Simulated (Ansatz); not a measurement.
Several settings on one geometry of the cluster CaSi₂ (the lowest singlet isomer of a short search) (that of the charge 0 singlet, PBE-D4/def2-TZVP). Ansatz on 4 threads of Arm Neoverse V1 on a shared host; times are rough.

Cartesian coordinates in Å:
```
Ca 1.598 0.062 0.462
Si -0.498 -0.014 -1.274
Si -1.100 -0.048 0.812
```

Totals from different functionals, basis sets or treatments of relativity can't be compared as stabilities.

DK, ANO-RCC and x2c sets are all-electron and run with scalar relativity unless a key says otherwise. The 6-31G sets use Cartesian d functions.

The spins typed aren't always the lowest for that charge.

(1) Give the basis size and estimate the energy, ⟨S²⟩, dipole and time of these runs.

| run | method | charge | state | further keys |
| --- | --- | --- | --- | --- |
| 1 | RKS ωB97X/x2c-TZVPPall | 0 | singlet | final_grid: {core_spheres: 5, valence_spheres: 4, degree: 11}; nuclear_model: gaussian; point_charges: [{charge: -1.00, position_ang: [4.569, 0.869, 0.639]}]; scf: {omitted_lower_state_checks: [starts]}; forces asked |
| 2 | RKS ωB97X-V/def2-mTZVPP | 0 | singlet | fitting: {mean_field: def2-universal-jkfit}; point_charges: [{charge: 1.00, position_ang: [4.894, 0.049, 0.520]}]; forces asked |
| 3 | UKS r2SCAN-D4/6-31G* | 0 | triplet | fitting: {mean_field: def2-universal-jkfit}; point_charges: [{charge: 0.50, position_ang: [5.581, 0.785, -0.009]}]; scf: {lower_state_search: full} |

## Answers

(1) 
```csv
run,functions,energy (Eh),⟨S²⟩,dipole (D),wall time
1,120,-1260.6944,–,14.16,1.7 s
2,82,-1256.2875,–,5.12,4.4 s
3,73,-1256.3144,2.06,–,32 s
```
